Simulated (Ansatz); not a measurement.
**Molecular dynamics of H6C2S**

input.yaml

```yaml
crystal:
  lattice:
    - [7.767253, 0.0, 0.0]
    - [0.0, 7.767253, 0.0]
    - [0.0, 0.0, 7.767253]
  atoms:
    - { symbol: S, position: [0.11159679, 0.02023286, 0.09844909] }
    - { symbol: H, position: [0.11838043, 0.15891303, 0.20704643] }
    - { symbol: H, position: [0.02224433, 0.0852988, -0.03945245] }
    - { symbol: S, position: [0.69017263, 0.25822373, 0.19936059] }
    - { symbol: H, position: [0.71409797, 0.08708519, 0.22857029] }
    - { symbol: H, position: [0.53284775, 0.20783458, 0.12864978] }
    - { symbol: S, position: [0.12423239, 0.67051344, 0.7403847] }
    - { symbol: H, position: [0.27912274, 0.59005557, 0.77129689] }
    - { symbol: H, position: [0.07062617, 0.51675993, 0.68814626] }
    - { symbol: C, position: [0.59326896, 0.89354385, 0.65669299] }
    - { symbol: C, position: [0.72627669, 0.78970699, 0.69414869] }
    - { symbol: H, position: [0.54723625, 0.97325828, 0.76329301] }
    - { symbol: H, position: [0.53311388, 0.89644908, 0.52898429] }
    - { symbol: H, position: [0.78109538, 0.76934961, 0.82506673] }
    - { symbol: H, position: [0.79606401, 0.73694609, 0.57761436] }
    - { symbol: C, position: [0.85824943, 0.19511724, 0.67028875] }
    - { symbol: C, position: [1.00221954, 0.23991321, 0.58974261] }
    - { symbol: H, position: [0.86321363, 0.10039107, 0.77991452] }
    - { symbol: H, position: [0.73506651, 0.25303467, 0.64007218] }
    - { symbol: H, position: [1.13535099, 0.18288639, 0.61647654] }
    - { symbol: H, position: [1.00919919, 0.33620272, 0.48833064] }
    - { symbol: C, position: [0.45945272, 0.6898808, 0.27899859] }
    - { symbol: C, position: [0.56176273, 0.81043008, 0.21326506] }
    - { symbol: H, position: [0.3291335, 0.72787784, 0.30737572] }
    - { symbol: H, position: [0.49938046, 0.55760728, 0.30851494] }
    - { symbol: H, position: [0.51140469, 0.93960557, 0.17894392] }
    - { symbol: H, position: [0.69808435, 0.79034789, 0.18455919] }
basis:
  ecutwfc: 420.0
kpoints:
  mp_grid: { grid: [1, 1, 1] }
hamiltonian:
  xc: lda
scf:
  occupations: { method: fermi_dirac, width: 0.02 }
  lower_state_search: "off"
md:
  timestep: 0.5
  n_steps: 400
  ensemble: nvt_langevin
  temperature: 250.0
  initial_velocities: maxwell_boltzmann
  seed: 7400
  friction: 0.01
```

Command:

```bash
$ ansatz run input.yaml --threads 1 --pin off --max-ram 3072MiB --backend cpu --events-out ev --progress --plain --runs-dir out
```

It goes on from the last frame of an earlier run, with new velocities.

Output, in part (step lines):

```
md step     0: t =     0.00 fs  T =   240.7 K  F+E_penalty+E_count = -4345.13217037 eV  E_kin = 0.840190 eV  (9 SCF iters)
md step     1: t =     0.50 fs  T =   238.0 K  F+E_penalty+E_count = -4345.12163709 eV  E_kin = 0.830452 eV  (8 SCF iters)
md step     2: t =     1.00 fs  T =   235.2 K  F+E_penalty+E_count = -4345.10898138 eV  E_kin = 0.820819 eV  (8 SCF iters)
md step     3: t =     1.50 fs  T =   226.1 K  F+E_penalty+E_count = -4345.10114748 eV  E_kin = 0.789215 eV  (8 SCF iters)
md step     4: t =     2.00 fs  T =   226.4 K  F+E_penalty+E_count = -4345.10106519 eV  E_kin = 0.789982 eV  (8 SCF iters)
md step     5: t =     2.50 fs  T =   226.9 K  F+E_penalty+E_count = -4345.10804811 eV  E_kin = 0.791914 eV  (5 SCF iters)
md step     6: t =     3.00 fs  T =   234.5 K  F+E_penalty+E_count = -4345.12399145 eV  E_kin = 0.818332 eV  (5 SCF iters)
md step     7: t =     3.50 fs  T =   226.2 K  F+E_penalty+E_count = -4345.14895827 eV  E_kin = 0.789381 eV  (5 SCF iters)
[... lines left out ...]
md step   400: t =   200.00 fs  T =   240.8 K  F+E_penalty+E_count = -4345.04333099 eV  E_kin = 0.840349 eV  (8 SCF iters)
```

The steps, from the saved trajectory:

```csv
time (fs),T (K),potential energy less start (eV)
0.0,241,0.000
6.5,295,-0.210
13.0,212,0.051
19.5,259,-0.137
26.0,230,0.024
32.5,240,0.011
39.0,299,-0.119
45.5,250,0.074
52.0,220,0.109
58.5,222,0.149
65.0,275,0.062
71.5,278,-0.067
78.0,227,0.024
84.5,224,-0.011
91.0,250,0.009
97.5,276,-0.017
104.0,282,-0.048
110.5,269,-0.044
117.0,233,0.090
123.5,268,0.004
130.0,264,0.054
136.5,270,0.064
143.0,233,0.140
149.5,235,0.110
156.0,254,0.013
162.5,193,0.209
169.0,291,-0.069
175.5,246,0.001
182.0,208,0.132
188.5,291,-0.027
195.0,264,0.083
```

The run went to its last step. A run of 0.2 ps of so small a system gives no equilibrium averages. Limits of this set-up: coarse k mesh.

Mean squared displacements from the first frame to the last, about the centre of mass: S 0.20 Å², H 2.04 Å², C 0.83 Å².

Last frame:

```xyz
27
Lattice="7.7673 0.0000 0.0000 0.0000 7.7673 0.0000 0.0000 0.0000 7.7673" Properties=species:S:1:pos:R:3
S 0.787 -0.090 1.185
H 1.799 0.167 0.275
H 0.048 0.919 0.767
S 5.114 1.580 1.190
H 4.193 2.291 1.976
H 5.352 2.695 0.444
S 1.133 5.361 5.892
H 2.293 5.679 6.424
H 1.370 4.046 5.792
C 4.291 6.917 5.960
C 5.304 6.146 5.661
H 4.112 7.299 6.967
H 3.514 7.084 5.281
H 5.982 5.918 6.469
H 5.534 5.877 4.604
C 7.324 1.309 5.178
C 8.189 1.744 4.242
H 7.676 0.995 6.131
H 6.343 0.898 4.880
H 9.270 2.022 4.413
H 7.839 1.813 3.216
C 2.757 5.351 2.561
C 2.966 5.267 1.251
H 1.860 5.755 2.921
H 3.578 5.286 3.291
H 2.037 5.339 0.616
H 3.997 5.061 0.883
```

Run time: 5.8 min on 1 thread of Arm Neoverse V2, on a shared host, peak memory 0.39 GiB.
